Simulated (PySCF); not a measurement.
H$_{5}$AsSi, charge +1, doublet, at a GFN2-xTB geometry (a state made from the parent by changing its charge; the spin is typed, not shown lowest); PySCF with R2SCAN/cc-pVDZ.

Input for PySCF:
```python
from pyscf import gto, scf, dft

mol = gto.M(
    atom='''
Si   -1.704726    0.108979    0.273784
As    0.822269   -0.038870   -0.188629
H    -2.207446   -0.828925   -0.733907
H    -1.917601    1.540678    0.041462
H    -1.708387   -0.347691    1.671795
H     1.178827   -1.338193    0.453419
H     1.385881    0.731116    0.959020
''',
    basis='cc-pvdz',
    charge=1,
    spin=1,
    verbose=4,
)

mf = dft.UKS(mol)
mf.xc = 'r2scan'
mf.grids.atom_grid = (99, 590)
mf.grids.prune = None
mf.kernel()
```

Output, abridged:

```
PySCF version 2.14.0

[INPUT] verbose = 4
[INPUT] num. atoms = 7
[INPUT] num. electrons = 51
[INPUT] charge = 1
[INPUT] spin (= nelec alpha-beta = 2S) = 1
[INPUT] symmetry False subgroup None
[INPUT] Mole.unit = angstrom
[INPUT] Symbol           X                Y                Z      unit          X                Y                Z       unit  Magmom
[INPUT]  1 Si    -1.704726000000   0.108979000000   0.273784000000 AA   -3.221465257425   0.205940463329   0.517376777288 Bohr   0.0
[INPUT]  2 As     0.822269000000  -0.038870000000  -0.188629000000 AA    1.553863210720  -0.073453654462  -0.356457149151 Bohr   0.0
[INPUT]  3 H     -2.207446000000  -0.828925000000  -0.733907000000 AA   -4.171468374767  -1.566441227805  -1.386883230901 Bohr   0.0
[INPUT]  4 H     -1.917601000000   1.540678000000   0.041462000000 AA   -3.623740706192   2.911459466143   0.078351824577 Bohr   0.0
[INPUT]  5 H     -1.708387000000  -0.347691000000   1.671795000000 AA   -3.228383544767  -0.657040765976   3.159234686417 Bohr   0.0
[INPUT]  6 H      1.178827000000  -1.338193000000   0.453419000000 AA    2.227660178243  -2.528818271810   0.856837729674 Bohr   0.0
[INPUT]  7 H      1.385881000000   0.731116000000   0.959020000000 AA    2.618935531238   1.381609005288   1.812285147980 Bohr   0.0

nuclear repulsion = 156.424781901553
number of shells = 26
number of NR pGTOs = 153
number of NR cGTOs = 70
basis = cc-pvdz
ecp = {}

******** <class 'pyscf.dft.uks.UKS'> ********
method = UKS
initial guess = minao
damping factor = 0
level_shift factor = 0
DIIS = <class 'pyscf.scf.diis.CDIIS'>
diis_start_cycle = 1
diis_space = 8
diis_damp = 0
SCF conv_tol = 1e-09
SCF conv_tol_grad = None
SCF max_cycles = 50
direct_scf = True
direct_scf_tol = 1e-13
number electrons alpha = 26  beta = 25
XC library pyscf.dft.libxc version 7.1.2
    S. Lehtola, C. Steigemann, M. J. T. Oliveira, and M. A. L. Marques,  SoftwareX 7, 1–5 (2018)
XC functionals = r2scan
    J. W. Furness, A. D. Kaplan, J. Ning, J. P. Perdew, and J. Sun,  J. Phys. Chem. Lett. 11, 8208–8215 (2020)
    J. W. Furness, A. D. Kaplan, J. Ning, J. P. Perdew, and J. Sun,  J. Phys. Chem. Lett. 11, 9248–9248 (2020)
    J. W. Furness, A. D. Kaplan, J. Ning, J. P. Perdew, and J. Sun,  J. Phys. Chem. Lett. 11, 8208–8215 (2020)
    J. W. Furness, A. D. Kaplan, J. Ning, J. P. Perdew, and J. Sun,  J. Phys. Chem. Lett. 11, 9248–9248 (2020)
radial grids:
    Treutler-Ahlrichs [JCP 102, 346 (1995); DOI:10.1063/1.469408] (M4) radial grids

becke partition: Becke, JCP 88, 2547 (1988); DOI:10.1063/1.454033
pruning grids: None
grids dens level: 3
symmetrized grids: False
atomic radii adjust function: <function treutler_atomic_radii_adjust>
User specified grid scheme (99, 590)
small_rho_cutoff = 0
Set gradient conv threshold to 3.16228e-05
tot grids = 408872
init E= -2527.36203119484

cycle= 1 E= -2527.93702859978  delta_E= -0.575  |g|= 0.143  |ddm|= 1.35
cycle= 2 E= -2527.94290955288  delta_E= -0.00588  |g|= 0.117  |ddm|= 0.329
cycle= 3 E= -2527.95234724238  delta_E= -0.00944  |g|= 0.0145  |ddm|= 0.141
cycle= 4 E= -2527.95252877472  delta_E= -0.000182  |g|= 0.00557  |ddm|= 0.0242
cycle= 5 E= -2527.95255857822  delta_E= -2.98e-05  |g|= 0.000957  |ddm|= 0.00768
cycle= 6 E= -2527.95255948506  delta_E= -9.07e-07  |g|= 0.000403  |ddm|= 0.00175
cycle= 7 E= -2527.95255967177  delta_E= -1.87e-07  |g|= 0.000102  |ddm|= 0.000699
cycle= 8 E= -2527.95255968508  delta_E= -1.33e-08  |g|= 7.69e-05  |ddm|= 0.000285
cycle= 9 E= -2527.95255969158  delta_E= -6.5e-09  |g|= 1.59e-05  |ddm|= 0.000119
cycle= 10 E= -2527.95255969195  delta_E= -3.72e-10  |g|= 5.1e-06  |ddm|= 3.75e-05
Extra cycle  E= -2527.95255969197  delta_E= -1.73e-11  |g|= 3.8e-06  |ddm|= 1.38e-05
converged SCF energy = -2527.95255969197  <S^2> = 0.75483621  2S+1 = 2.0048304
```
